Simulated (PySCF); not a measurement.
O3Sn, SMILES [O]=[Sn]1[O][O]1. Atoms are numbered in the order given.

```xyz
4

Sn     0.0000     0.0000     0.1937
O      0.0000     0.0000     2.0355
O      0.0000     0.8082    -1.6229
O      0.0000    -0.8082    -1.6229
```

Geometry optimised at B3LYP-D3(BJ)/def2-SVP. The def2 effective core potentials stand for the cores of Sn; spin–orbit coupling is left out.

These are PySCF 2.14.0 with TDDFT-LC-ωPBE/def2-SVPD values and carry that method's errors.

Vertical excitations. Gas-phase values at a fixed geometry. State labels are in the subgroup C2v.

```json
[
 {"state": "S1", "symmetry": "A2", "energy (eV)": "3.33", "λ (nm)": "372", "f": "0.000", "main pairs": "HOMO→LUMO 96 %"},
 {"state": "S2", "symmetry": "B2", "energy (eV)": "3.37", "λ (nm)": "367", "f": "0.007", "main pairs": "HOMO−1→LUMO 86 %"},
 {"state": "S3", "symmetry": "B1", "energy (eV)": "3.47", "λ (nm)": "357", "f": "0.001", "main pairs": "HOMO→LUMO+2 71 %, HOMO→LUMO+3 27 %"},
 {"state": "S4", "symmetry": "B1", "energy (eV)": "3.74", "λ (nm)": "332", "f": "0.013", "main pairs": "HOMO−2→LUMO 97 %"},
 {"state": "S5", "symmetry": "A1", "energy (eV)": "4.59", "λ (nm)": "270", "f": "0.004", "main pairs": "HOMO−1→LUMO+2 53 %, HOMO−3→LUMO+2 18 %, HOMO−1→LUMO+3 17 %, HOMO−3→LUMO+3 10 %"},
 {"state": "S6", "symmetry": "B2", "energy (eV)": "4.93", "λ (nm)": "251", "f": "0.003", "main pairs": "HOMO−3→LUMO 51 %, HOMO→LUMO+1 41 %"},
 {"state": "S7", "symmetry": "A2", "energy (eV)": "5.09", "λ (nm)": "243", "f": "0.000", "main pairs": "HOMO−1→LUMO+1 96 %"},
 {"state": "S8", "symmetry": "B2", "energy (eV)": "5.24", "λ (nm)": "237", "f": "0.008", "main pairs": "HOMO→LUMO+1 54 %, HOMO−3→LUMO 33 %"},
 {"state": "S9", "symmetry": "A1", "energy (eV)": "5.70", "λ (nm)": "217", "f": "0.018", "main pairs": "HOMO−2→LUMO+1 62 %, HOMO−4→LUMO 36 %"},
 {"state": "S10", "symmetry": "B1", "energy (eV)": "5.94", "λ (nm)": "209", "f": "0.021", "main pairs": "HOMO→LUMO+3 53 %, HOMO−5→LUMO 24 %, HOMO→LUMO+2 20 %"},
 {"state": "T1", "symmetry": "B1", "energy (eV)": "2.29", "λ (nm)": "541", "f": "0", "main pairs": "HOMO→LUMO+2 65 %, HOMO→LUMO+3 31 %"},
 {"state": "T2", "symmetry": "B2", "energy (eV)": "2.55", "λ (nm)": "486", "f": "0", "main pairs": "HOMO−1→LUMO 86 %"},
 {"state": "T3", "symmetry": "B1", "energy (eV)": "2.92", "λ (nm)": "425", "f": "0", "main pairs": "HOMO−2→LUMO 94 %"},
 {"state": "T4", "symmetry": "A2", "energy (eV)": "2.96", "λ (nm)": "419", "f": "0", "main pairs": "HOMO→LUMO 94 %"}
]
```
Triplets are in the Tamm–Dancoff approximation, which puts them higher than full response would, so one can lie above its singlet here.
